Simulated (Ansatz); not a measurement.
Breaking the Ga1–F2 bond in GaF (multiplicity 1 held). Energies count from the point at 1.800 Å.


R- and RO- levels are restricted; in cc, def2 and unpolarised 6-31G sets they are followed outwards from rest. U- levels take the lowest unrestricted solution at each point, which mixes spins at long bonds. Curves can end on different states.

Frozen-core correlation. Filled d and f shells under p-block atoms count as core.

Programs: Ansatz (a program for electronic structure). Values without a source in brackets are computed.

One of these levels gives 7.722 eV for the energy at R = 7.202 Å. Name it.
A) U-CCSD/cc-pVDZ
B) R-HF/cc-pVDZ
C) U-HF/cc-pVDZ

B, R-HF/cc-pVDZ. The others give 3.997 (U-HF/cc-pVDZ), 5.424 (U-CCSD/cc-pVDZ)

Doubts at one or more of the structures used: a restricted determinant that unrestricted orbitals would lower (R-HF/cc-pVDZ); a spin-contaminated determinant (U-HF/cc-pVDZ, U-CCSD/cc-pVDZ).
